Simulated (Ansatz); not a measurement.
SiH3(NHEt) (C₂H₉NSi). Total charge 0; singlet. Geometry PBE-D4/def2-SVP, basis def2-TZVP, Ansatz.

Cartesian coordinates in Å:
```
Si -1.391 0.896 1.035
H -2.886 0.988 0.896
H -1.102 0.074 2.277
H -0.789 2.256 1.274
N -0.778 0.281 -0.479
C 0.638 0.164 -0.803
C 1.305 -1.135 -0.335
H -1.365 -0.402 -0.967
H 0.775 0.275 -1.903
H 1.164 1.034 -0.351
H 1.237 -1.247 0.766
H 2.378 -1.163 -0.618
H 0.815 -2.020 -0.793
```

```json
{"run": "A", "HOMO (eV)": "-5.32", "LUMO (eV)": "-0.30"}
{"run": "B", "HOMO (eV)": "-6.56", "LUMO (eV)": "0.20"}
{"run": "C", "HOMO (eV)": "-6.77", "LUMO (eV)": "0.45"}
{"run": "D", "HOMO (eV)": "-6.96", "LUMO (eV)": "0.75"}
{"run": "E", "HOMO (eV)": "-6.37", "LUMO (eV)": "0.08"}
{"run": "F", "HOMO (eV)": "-5.54", "LUMO (eV)": "-0.63"}
```

B3LYP takes the VWN-RPA correlation. HSE06 is defined as in plane-wave codes, on full-range PBE exchange.

Question: The runs used B3LYP, BLYP, HSE06, LDA (SPW92), PBE0, r2SCAN0. Estimate which is which.

Answer: A BLYP (0 % exact exchange); B B3LYP (20 % exact exchange); C PBE0 (25 % exact exchange); D r2SCAN0 (25 % exact exchange); E HSE06 (range-separated); F LDA (SPW92) (0 % exact exchange). Exact exchange lowers occupied and raises empty levels; among semilocal functionals meta-GGAs tend to open the gap a little, and such runs are hard to tell apart. The gap grows from 4.91 eV (LDA (SPW92)) to 7.71 eV (r2SCAN0).
